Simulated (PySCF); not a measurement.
A side-by-side comparison of computed properties.

First species: Meta-chlorobenzaldehyde, C₇H₅ClO.
SMILES with atom numbers: `[O:1]=[CH:2][c:3]1[cH:4][cH:5][cH:6][c:7]([Cl:8])[cH:9]1` (hydrogens: H10 on C2; H11 on C4; H12 on C5; H13 on C6; H14 on C9)

Second species: thiazole, C3H3NS.
InChI=1S/C3H3NS/c1-2-5-3-4-1/h1-3H

Levels: CAM-B3LYP/def2-SVPD for dipole moment, HOMO energy, LUMO energy, HOMO–LUMO gap, static isotropic polarisability and electronic spatial extent ⟨r²⟩ about the centre of nuclear charge; TDDFT CAM-B3LYP/def2-SVPD for lowest singlet excitation; TDA CAM-B3LYP/def2-SVPD for lowest triplet excitation (Tamm–Dancoff); GFN2-xTB for rotational constant A and rotational constant C. Geometries: GFN2-xTB. All species are isolated and taken at one optimised geometry, non-relativistic unless stated; the electronic structure was computed with PySCF and density fitting.

The conformers computed, where there is a choice (atom-mapped SMILES and torsion angles):
- `[O:1]=[CH:2][c:3]1[cH:4][cH:5][cH:6][c:7]([Cl:8])[cH:9]1`: O1–C2–C3–C4 0°

Values for the first species:

```
Dipole moment                                                     : 2.03 D
HOMO energy                                                       : -8.82 eV
LUMO energy                                                       : -1.18 eV
HOMO–LUMO gap                                                     : 7.64 eV
Lowest singlet excitation                                         : 3.86 eV
Lowest triplet excitation (Tamm–Dancoff)                          : 3.33 eV
Static isotropic polarisability                                   : 97.7 au
Electronic spatial extent ⟨r²⟩ about the centre of nuclear charge : 1576 bohr²
Rotational constant A                                             : 3.236 GHz
Rotational constant C                                             : 0.652 GHz
```

Q: Estimate the same properties for the second species, and the change in each.

A: 
```csv
property,first,second,second less first
dipole moment,2.03 D,1.57 D,-0.46 D
HOMO energy,-8.82 eV,-8.68 eV,+0.14 eV
LUMO energy,-1.18 eV,0.22 eV,+1.40 eV
HOMO–LUMO gap,7.64 eV,8.90 eV,+1.26 eV
lowest singlet excitation,3.86 eV,5.50 eV,+1.64 eV
lowest triplet excitation (Tamm–Dancoff),3.33 eV,3.90 eV,+0.57 eV
static isotropic polarisability,97.7 au,55.9 au,-41.8 au
electronic spatial extent ⟨r²⟩ about the centre of nuclear charge,1576 bohr²,377 bohr²,-1199 bohr²
rotational constant A,3.236 GHz,8.705 GHz,+5.469 GHz
rotational constant C,0.652 GHz,3.371 GHz,+2.719 GHz
```

On the first: The polarisability is 14.47 Å³ as a volume (1 au = 0.148185 Å³), or 1.36 au for each of the 72 electrons. The dipole matches unit charges of opposite sign 0.42 Å apart (1 e·Å = 4.8032 D).

On the second: No computed singlet falls in the visible range (750 to 380 nm, 1.65 to 3.26 eV); S1 lies 2.24 eV above its blue end. In wavenumbers S1 is 44300 cm⁻¹ (1 eV = 8065.54 cm⁻¹).
